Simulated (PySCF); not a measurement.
Calculation: CAM-B3LYP-D3(BJ)/def2-TZVP run with PySCF. Gas-phase values, no solvent. One relaxed conformer stands for a flexible species; it need not be the lowest. 

Reference species (SMILES): `[OH][Al]([OH])[OH]` (neutral, multiplicity 1).

```json
{
 "HOMO": "-10.55 eV",
 "HOMO–LUMO gap": "10.96 eV"
}
```

Changed species: `[AlH3]` (3 of 3 OH replaced by H; the reference has 0 of 3 OH replaced by H).

### Question
Predict the effect on the HOMO and HOMO–LUMO gap.

### Answer
the HOMO rises by 0.53 eV, to -10.02 eV; the HOMO–LUMO gap decreases by 1.78 eV, to 9.18 eV.
